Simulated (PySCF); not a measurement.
Molecule: SMILES C=C(F)NC(=O)CC, C$_{5}$H$_{8}$FNO.

Bonds (- single, = double, # triple, : aromatic): C1=C2, C2-F3, C2-N4, N4-C5, C5=O6, C5-C7, C7-C8. C1 carries H9, H10; N4 carries H11; C7 carries H12, H13; C8 carries H14, H15, H16. H10 is cis to F3; H9 is trans to F3.

Frames of a GFN2-xTB Langevin trajectory at 200 K; GIAO PBE0/pcSseg-1 shieldings in PySCF, gas phase, non-relativistic; equivalent atoms averaged within each frame.

Referencing at the same level of theory: TMS for 13C (σ = 186.93 ppm) and 1H (σ = 31.72 ppm); 19F (σ = 170.95 ppm) against CFCl3; 15N (σ = 267.73 ppm) vs NH3; 17O (σ = 336.08 ppm) against H2O. The references are static minima.

How do the shifts (ppm) fluctuate along the trajectory?

Results:


```tsv
time (fs)	C5	C2	C1	C7	C8	F3	N4	O6	H11	H9
250	169.8	163.4	81.2	34.0	10.2	-90.6	150.8	474.8	6.51	4.97
425	170.6	158.5	74.1	33.3	8.1	-99.6	160.5	463.2	7.14	4.31
625	175.3	169.1	81.6	35.4	13.0	-86.1	168.2	475.8	6.34	5.18
800	174.1	157.6	81.3	32.0	7.0	-101.1	153.7	470.6	5.82	4.30
1000	180.2	158.0	80.1	31.9	20.8	-101.9	164.7	472.2	6.56	5.17
mean of frames	174.0	161.3	79.7	33.3	11.8	-95.9	159.6	471.3	6.48	4.79
standard deviation	4.2	4.9	3.2	1.5	5.5	7.1	7.3	5.0	0.47	0.45
```

5 frames give an uncertainty of the mean of about the standard deviation over 2.2 at best, since frames this close in time may not be independent; classical motion lacks zero-point vibration, and the reference would need the same averaging.
